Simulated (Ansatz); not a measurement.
`C=C[C](=C)[AlH2]` → `C#[C][AlH][CH2]C`  (isomerisation)

Gas-phase electronic energies from Ansatz, PBE0-D4/def2-TZVP geometries. CCSD(T)/CBS adds triple-zeta CCSD(T) − MP2 to the extrapolated MP2 energy (def2 sets, frozen cores). DFT in def2-TZVPP. B3LYP here is the variant with VWN-RPA as its local correlation; programs differ in this. One conformer a species, not always the lowest.

(1) Is it downhill or uphill in electronic energy at CCSD(T)/CBS, and by how much? (Estimate.)

(2) What do these levels give: PBE-D4, B3LYP-D4, r2SCAN, B3LYP, MP2/def2-TZVPP, MP2/CBS(def2)? (An estimate is asked.)

Largest T1 diagnostic among the species: 0.012.

## Answers

(1) Ansatz gave: Downhill: ΔE = -13.4 kJ/mol.

(2) Computed: PBE-D4 5.2, B3LYP-D4 1.3, r2SCAN -4.6, B3LYP -4.8, MP2/def2-TZVPP -23.3, MP2/CBS(def2) -24.8 kJ/mol.

The D4 term adds +6.1 kJ/mol with B3LYP and +3.0 kJ/mol with PBE0; it sums over pairs of atoms, weighted by their polarisabilities, and B3LYP, whose exchange is more repulsive, gets the larger term.
